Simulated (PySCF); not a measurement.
The group X on silaethenyl-X is varied. All species are isolated molecules in the gas phase. One relaxed conformer stands for each flexible species; it need not be the lowest. Strings in code marks are SMILES.

Method: PBE-D3(BJ)/def2-TZVP // PBE0-D3(BJ)/def2-TZVP in PySCF. Excitations are Tamm–Dancoff values on a coarser integration grid. The basis has no diffuse functions, so Rydberg states are missing or too high.

```csv
species,S1–T1 gap (TDA) (eV),S1 oscillator strength
X = methyl (`C=[SiH]C`),2.56,0.020
X = isopropyl,2.51,0.115
X = hydroxy,1.30,0.015
X = formyl,0.66,0.000
"X = carboxy (`C=[SiH]C(O)=O` (C–Si–C–O torsion 180°, Si–C–O–H torsion 180°))",1.59,0.001
X = silyl (`C=[SiH][SiH3]`),2.43,0.003
X = mercapto,[?],[?]
X = boryl (`B[SiH]=C`),2.27,0.000
X = fluoromethyl (`C=[SiH]CF` (C–Si–C–F torsion 128°)),[?],0.249
X = siloxy (`C=[SiH]O[SiH3]` (C–Si–O–Si torsion 1°)),1.03,[?]
X = thioformyl (`C=[SiH]C=S` (C–Si–C–S torsion 0°)),[?],[?]
X = propynyl,1.96,0.001
```

Question: Some entries are withheld; supply them.

Answer: 
- X = mercapto, S1–T1 gap (TDA) (eV): 1.50
- X = mercapto, S1 oscillator strength: 0.004
- X = fluoromethyl (`C=[SiH]CF` (C–Si–C–F torsion 128°)), S1–T1 gap (TDA) (eV): 2.68
- X = siloxy (`C=[SiH]O[SiH3]` (C–Si–O–Si torsion 1°)), S1 oscillator strength: 0.009
- X = thioformyl (`C=[SiH]C=S` (C–Si–C–S torsion 0°)), S1–T1 gap (TDA) (eV): 0.53
- X = thioformyl (`C=[SiH]C=S` (C–Si–C–S torsion 0°)), S1 oscillator strength: 0.000
